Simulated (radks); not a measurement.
Spherical quantum dot in the effective-mass picture: electrons in a parabolic well V = omega^2 r^2 / 2 with omega = 0.629, with a point charge +1 (a donor) at the centre, all in effective atomic units (hartree* = m*/eps^2 hartree, bohr* = eps/m* bohr), one dielectric constant everywhere. Method: non-relativistic Kohn-Sham, exchange-only LDA, spin-polarised, spherical densities; computed with a radial shooting solver with Libxc functionals. Levels are named by radial order and angular momentum (1s, 1p, 1d, 2s, ...), and open shells are averaged over m.

N = 7, configuration 1s2 1p(up 3, down 2). This is the lowest configuration that the search found. Occupied and some empty levels:

| level | occupation | eigenvalue (hartree*) | <r> (bohr*) |
|---|---|---|---|
| 1s up | 1 | 3.1566 | 1.428 |
| 1s down | 1 | 3.1866 | 1.414 |
| 1p up | 3 | 3.7343 | 2.188 |
| 1p down | 2 | 3.7711 | 2.194 |
| 2s up | 0 | 4.0640 | 2.228 |
| 2s down | 0 | 4.0889 | 2.241 |
| 1d up | 0 | 4.2085 | 2.579 |
| 1d down | 0 | 4.2425 | 2.590 |
| 1f up | 0 | 4.7010 | 2.882 |
| 1f down | 0 | 4.7306 | 2.895 |

Energy (hartree*): total 14.6638, kinetic 3.9787, external 1.6493, Hartree 11.119, exchange-correlation -2.0834.

Electron density:

| r (bohr*) | n(r) (e/bohr*^3) |
|---|---|
| 0.191 | 0.3997 |
| 0.404 | 0.2789 |
| 0.617 | 0.2080 |
| 0.830 | 0.1661 |
| 1.04 | 0.1400 |
| 1.26 | 0.1216 |
| 1.47 | 0.1062 |
| 1.68 | 0.09145 |
| 1.90 | 0.07636 |
| 2.11 | 0.06116 |
| 2.32 | 0.04669 |
| 2.53 | 0.03370 |
| 2.75 | 0.02293 |
| 2.96 | 0.01467 |
| 3.17 | 0.008810 |
| 3.38 | 0.004960 |
| 3.60 | 0.002618 |
| 3.81 | 0.001294 |
| 4.02 | 0.0005996 |
| 4.24 | 0.0002607 |
